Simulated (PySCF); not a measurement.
selenium dioxide (O2Se), SMILES [Se](=O)=O. Geometry: ωB97X-D3(BJ)/def2-TZVP.

PySCF with TDA-PBE/def2-SVPD puts the lowest singlet excitations at 3.26, 3.28, 5.50, 6.54, 6.77, 7.12 eV.

**Question.** What are the lowest excitation roots from PySCF with ADC(2)/aug-cc-pVDZ? (An estimate is asked for; the answer gives what the named calculation found.)

**Answer.** 3.06, 3.07, 4.73, 6.81, 6.84, 6.84 eV. S1 differs by -0.21 eV (second minus first; roots are paired by order, and the bases may differ).
